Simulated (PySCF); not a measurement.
# EPR parameters of C5H9OS

C5H9OS (doublet state).
Cartesian coordinates in Å at the GFN2-xTB level; atoms count from 1:
```xyz
16
C5H9OS angstrom
C     -2.646    0.194   -0.624
C     -1.153   -0.044   -0.709
O     -0.518    0.174   -1.742
C     -0.524   -0.518    0.478
C      0.930   -0.758    0.497
C      1.670    0.601    0.523
S      3.468    0.392    0.611
H     -2.854    0.982    0.097
H     -3.027    0.491   -1.597
H     -3.150   -0.712   -0.296
H     -1.095   -0.606    1.388
H      1.226   -1.266   -0.425
H      1.230   -1.348    1.363
H      1.398    1.169    1.412
H      1.421    1.168   -0.373
H      3.617   -0.107   -0.614
```

The hyperfine couplings belong to this conformer and change with its torsions.

As a line formula: `CC(=O)[CH]CCS` [radical].

Method: PySCF, UKS B3LYP, pcH-1 on C H O S, non-relativistic, mean-field spin-orbit, GIAO. One conformer (not necessarily the lowest) at the GFN2-xTB geometry, without solvent, vibrations or thermal averaging. Couplings are sensitive to structure, and on GFN2-xTB geometries they can be far from those on DFT ones. Stability of the SCF solution: not tested.

* g1, g2, g3: 2.00261, 2.00422, 2.00755
* g_iso: 2.00479
* Form of g: rhombic: the two nearest values differ by 33 % of g3 − g1
* ⟨S²⟩: 0.7614 (exact 0.7500)
* α and β electrons: 32, 31

Isotropic coupling and dipolar principal values T1 to T3, in G; ρ(0) is the spin density at the nucleus (MHz turned into gauss with g_iso; 10 G = 1 mT):

```
atom  isotope  a_iso  of which spin–orbit     T1     T2    T3  Mulliken spin population  ρ(0) (bohr⁻³)
  C1      13C   -0.9                  0.0   -0.4    0.2   0.3                      0.00        -0.0022
  C2      13C  -12.8                  0.0   -3.5    0.7   2.8                     -0.09        -0.0320
  O3      17O   -6.7                 -0.2  -30.4   15.1  15.3                      0.28         0.0302
  C4      13C   23.1                 -0.1  -22.6  -22.3  44.9                      0.83         0.0579
  C5      13C   -8.7                  0.0   -0.9    0.2   0.7                     -0.06        -0.0216
  C6      13C   23.2                  0.0   -1.9   -1.8   3.7                      0.04         0.0578
  S7      33S    0.0                  0.0   -1.2   -0.8   2.0                      0.02        -0.0003
  H8       1H    0.7                  0.0   -1.0   -0.6   1.6                      0.00         0.0004
  H9       1H   -0.6                  0.0   -0.7   -0.4   1.1                      0.00        -0.0004
 H10       1H    1.6                  0.0   -1.1   -0.6   1.7                      0.00         0.0010
 H11       1H  -18.1                  0.0  -10.9   -0.4  11.3                     -0.04        -0.0114
 H12       1H   17.2                  0.0   -1.7   -0.9   2.5                      0.02         0.0108
 H13       1H    4.3                  0.0   -1.3   -1.2   2.5                      0.01         0.0027
 H14       1H   -1.3                  0.0   -1.7   -0.7   2.4                      0.00        -0.0008
 H15       1H   -1.2                  0.0   -1.7   -0.1   1.8                      0.00        -0.0008
 H16       1H   -0.3                  0.0   -0.5   -0.1   0.7                      0.00        -0.0002
```

The largest Mulliken spin populations are on C4 (+0.83), O3 (+0.28), C2 (-0.09) and C5 (-0.06). The angles at C4 add up to 359.7°, so it is planar; its axial dipolar tensor and the negative coupling of its proton fit spin in a p orbital normal to that plane.

Axes: g3 points within 14° of the C2–O3 bond.

Under fast tumbling the dipolar parts average out, and these isotropic splittings remain: 1 × 1H (H11, I = 1/2, 2 lines) with 1.81 mT, 2 × 1H (H12/H13, I = 1/2, 3 lines) with 1.08 mT, 2 × 1H (H14/H15, I = 1/2, 3 lines) with 0.13 mT, 3 × 1H (H8/H9/H10, I = 1/2, 4 lines) with 0.06 mT and 1 × 1H (H16, I = 1/2, 2 lines) with 0.03 mT.

Class means assume fast exchange of nuclei equivalent by connectivity; if that motion is slow, each nucleus keeps its own coupling. The three 1H nuclei of mean +1.6 MHz run from -1.7 to 4.5 MHz in the frozen geometry. The 1H value of +30.2 MHz is a mean of couplings from 12.1 to 48.3 MHz in this one geometry, not an average over conformers.

The 17O coupling of O3 (-18.8 MHz) shows only in satellite lines or after enrichment, since that isotope makes up about 0.038 % of natural oxygen.

The 13C coupling of C6 (65.0 MHz) shows only in satellite lines or after enrichment, since that isotope makes up about 1.07 % of natural carbon.
